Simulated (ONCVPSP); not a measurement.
Pseudopotential generation for boron: ONCV, LDA (Perdew-Zunger), scalar-relativistic.

B (Z = 5), optimised norm-conserving Vanderbilt (ONCV), made with ONCVPSP 4.0.1 (LDA (Perdew-Zunger), scalar-relativistic). Core [He], reference 2s2 2p1. Waves: 2s: rc 1.70 bohr, ncon 3, nbas 6, qcut 4.1 1/bohr, 1 projector; 2p: rc 3.50 bohr, ncon 5, nbas 8, qcut 3.6 1/bohr, 3 projectors, debl 3.5 Ha; d scattering state at 0.08 Ha: rc 3.60 bohr, ncon 4, nbas 7, qcut 3.2 1/bohr, 2 projectors, debl 0.9 Ha. Local part: polynomial inside 1.50 bohr (lpopt 3, dvloc0 -1 Ha). Core correction: polynomial model core, fcfact 0.55.

Calculated quality:

- Cutoffs needed: 7.1 Ha and 25 Ha (the cutoffs (Ha) at which the residual kinetic energy of the hardest occupied pseudo-wave falls to 1 and 0.1 mHa per electron) The cutoffs count occupied waves only; projector 3 of the p channel, the hardest unoccupied one, needs 30 Ha at the loose tolerance.
- Ghost test: no bound ghost flagged; GHOST(+) flagged for d at 411.8 eV
- Largest excitation error: +424 meV (all-electron minus pseudo) for 2s1 2p0, out of 4 test configurations
- rms error of d²Exc/dni dnj: 2.32 mHa without and 0.98 mHa with the model core

Generation and tests took about 4.6 s on one core of a shared server CPU.
